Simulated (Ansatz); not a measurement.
In(NH3)2H3 (InN2H9), relaxed as a singlet with RKS r2SCAN-D4/def2-SVP in Ansatz, starting from the GFN1-xTB geometry. Force threshold 0.02 eV/Å.

In the def2 sets In takes a core potential; there is no spin–orbit coupling.

Start:

| atom | x (Å) | y (Å) | z (Å) |
| --- | --- | --- | --- |
| In1 | -0.002 | -0.002 | -0.002 |
| N2 | 1.538 | 1.852 | -1.132 |
| H3 | 2.008 | 2.404 | -0.433 |
| H4 | 0.990 | 2.476 | -1.703 |
| H5 | 2.242 | 1.432 | -1.720 |
| N6 | -1.537 | -1.850 | 1.134 |
| H7 | -1.423 | -1.844 | 2.135 |
| H8 | -1.302 | -2.772 | 0.802 |
| H9 | -2.511 | -1.688 | 0.932 |
| H10 | -0.576 | -0.468 | -1.545 |
| H11 | -0.814 | 1.216 | 0.883 |
| H12 | 1.388 | -0.756 | 0.650 |

| step | energy (eV) | largest force component (eV/Å) | SCF passes |
| --- | --- | --- | --- |
| 1 | -8298.0671 | 0.834 | 24 |
| 2 | -8298.1216 | 0.127 | 28 |
| 3 | -8298.1400 | 0.073 | 27 |
| 4 (rejected) | -8298.1397 | 0.052 | 27 |
| 5 | -8298.1409 | 0.002 | 27 |

Force components are those of the run's own axes.

End:

```xyz
12

In   -0.0001   -0.0003   -0.0006
N     1.4710    1.7712   -1.0844
H     1.9648    2.3286   -0.3867
H     0.9240    2.4170   -1.6544
H     2.1767    1.3552   -1.6927
N    -1.4708   -1.7714    1.0844
H    -1.3686   -1.7741    2.0996
H    -1.2377   -2.7086    0.7552
H    -2.4587   -1.6171    0.8810
H    -0.5867   -0.4797   -1.5789
H    -0.8354    1.2457    0.9022
H     1.4215   -0.7667    0.6752
```

By distances, no bond broke or formed. The bond that changes most is In1–N2, from 2.66 to 2.55 Å (atoms count from 1).

No frequencies were taken in this run, so the end may be a saddle point.

It took 11 s on 4 threads of Arm Neoverse V1 on a shared host.
